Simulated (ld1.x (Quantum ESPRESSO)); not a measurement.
# antimony: one change to an RRKJ potential, before and after

- Element: antimony
- Generator: ld1.x (Quantum ESPRESSO) 7.5
- Type: norm-conserving RRKJ (Kleinman–Bylander form)
- Functional: PBEsol
- Relativity: fully relativistic
- Frozen core: [Kr]
- Valence charge: 15
- Reference configuration: 4d10 5s2 5p3
- Partial waves: 5p (bound): rc 1.70 bohr; 4d (bound): rc 0.90 bohr; 4f channel at 0.2 Ry: rc 1.75 bohr; 5s (bound): rc 1.55 bohr
- Local potential: the s channel
- Core correction: Bessel-smoothed model core inside 0.55 bohr
- rho0: 0.02

Open shells are filled in proportion to 2j + 1 (rel_dist='average').

Change: wave 5s (bound): rc 1.55 bohr becomes 5s (bound): rc 1.92 bohr.

Cutoffs: the cutoffs (Ry, on a coarse ladder) from which the occupation-weighted sum of valence levels, in a spherical-Bessel basis at the reference potential, stays within 10 and 1 mRy of its value at 400 Ry; they do not see the model core or the augmentation charge, which bear on the density cutoff. Errors are all-electron minus pseudo energies relative to the spin-unpolarised reference configuration.

Problem. What does the change do?

Solution. Both files keep a bound ghost (p); of the 7 tests that both files solve, the error grows in 3 and shrinks in 2 by more than 15 % and 0.3 meV (median size 3.5 → 5.1 meV).

```tsv
quantity	base	changed
cutoff, loose	200 Ry	200 Ry
cutoff, tight	over 300 Ry	over 300 Ry
loose cutoff by channel (10 mRy a level)	p 35 Ry, d 140 Ry, s 30 Ry	p 35 Ry, d 140 Ry, s 12 Ry
bound ghosts	p3/2, p1/2	p1/2, p3/2
error for 4d10 5s2 5p2, meV [ΔE 8.36 eV]	+1.4	+1.4
error for 4d10 5s2 5p1, meV [ΔE 24.39 eV]	+6.6	+5.4
error for 4d10 5s2 5p0, meV [ΔE 48.86 eV]	+14	+5.5
error for 4d9 5s2 5p3, meV [ΔE 40.66 eV]	-240	-313
error for 4d10 5s2 5p3.3, meV [ΔE -1.17 eV]	0.0	+0.1
error for 4d10 5s0 5p5, meV [ΔE 16.44 eV]	-3.5	-5.1
error for 4d10 5s1 5p4, meV [ΔE 8.12 eV]	-0.7	-1.3
```

 A true bound ghost makes a file unfit for plane-wave use even where its test errors are small: the radial tests pick states by their node count and pass the ghost by.
